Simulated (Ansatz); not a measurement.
Cartesian coordinates (Å):
```xyz
5

C      1.1241    -0.0311    -0.1264
C     -0.0775    -0.1153    -0.0137
O     -1.3654    -0.2845     0.1713
H      2.1835     0.0557    -0.2361
H     -1.8646     0.3752    -0.3466
```
Charge 0, spin multiplicity 1.

The numbers are results of Ansatz (an electronic-structure program) with frozen-core CCSD(T)/cc-pVTZ // PBE-D3(BJ)/def2-TZVP, not measurements.

```
Item                           Result
----------------------  -------------
HF energy               -151.72568 Ha
MP2 correlation energy    -0.54383 Ha
```

Problem. Estimate the CCSD correlation energy, the (T) correction, the total energy and the T1 diagnostic.

Solution. 
The CCSD correlation energy comes out as -0.55225 Ha, the (T) correction is -0.02576 Ha and the CCSD(T) total energy comes out as -152.30369 Ha. The T1 diagnostic comes out as 0.013.
